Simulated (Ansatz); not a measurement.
Basis-set extrapolation for `O=C(F)c1ccccc1` (PBE0-D4/def2-TZVP geometry, frozen core, the Gaussian-basis code of Ansatz). Multiplicity 1, RHF reference.

```
                      def2-TZVPP   def2-QZVPP
                 HF  -442.484167  -442.502566
    MP2 correlation    -1.558567    -1.670190
CCSD(T) correlation    -1.652856      not run
```

Energies in hartree. Use E(X) = E(∞) + A·exp(−7.88·√X) for Hartree–Fock and E(X) = E(∞) + B·X^(−2.97) for correlation, with X = 3 and 4, and add CCSD(T) minus MP2 of the smaller set to the MP2 limit.

Task: What is the CCSD(T) energy at the basis-set limit?

Result: HF limit: -442.502566 + (-0.018399) × 0.13774 = -442.50510. MP2 limit: -1.670190 + (-0.111623) × 0.74074 = -1.75287. Higher-order term: -1.652856 − (-1.558567) = -0.09429. Total: -444.35226 hartree, 5.86 eV below CCSD(T)/def2-TZVPP.
